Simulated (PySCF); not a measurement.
Species: CHClF3Ge (charge -1).
Z-matrix (Å and degrees, PBE0-D3(BJ)/def2-SVP geometry), rows numbered from 1:
```
F 
C   1  1.3676
F   2  1.3604  1  104.65
F   2  1.3503  1  105.07  3   110.11
Ge  2  2.0692  1  108.91  3  -121.63
Cl  5  2.3184  2   94.69  1  -164.82
H   5  1.6088  2   89.64  1   -69.62
```

The closed-shell ground state was solved at several levels (PySCF, density fitting, gas phase). The calculation is non-relativistic and has no spin–orbit coupling, an omission that weighs most on germanium. No diffuse functions stand in pcSseg-1 and pcSseg-2, which bears on an anion's orbital energies.

```json
{"level": "PBE0/pcSseg-1", "basis functions": "138", "total energy (Eh)": "-2874.5424", "HOMO (eV)": "-1.37", "LUMO (eV)": "4.47", "gap (eV)": "5.84"}
{"level": "wB97X-D/def2-SVPD", "basis functions": "162", "total energy (Eh)": "-2874.8783", "HOMO (eV)": "-3.33", "LUMO (eV)": "5.41", "gap (eV)": "8.74"}
```

Question: Estimate the row for KT3/pcSseg-2, a basis of 264 functions; the other rows only guide the guess.

Answer: Total energy -2890.9424 Eh, HOMO -0.46 eV, LUMO 3.38 eV, gap 3.84 eV.

Question: Over all these levels, which gives the widest orbital gap and which the narrowest?

Answer: wB97X-D/def2-SVPD (range-separated hybrid) has the widest, 8.74 eV, and KT3/pcSseg-2 (GGA) the narrowest, 3.84 eV. Functional and basis both differ between the two, so the spread mixes both effects.

Note: wB97X-D ran without an empirical dispersion term, which enters the total energy and its gradient alone.
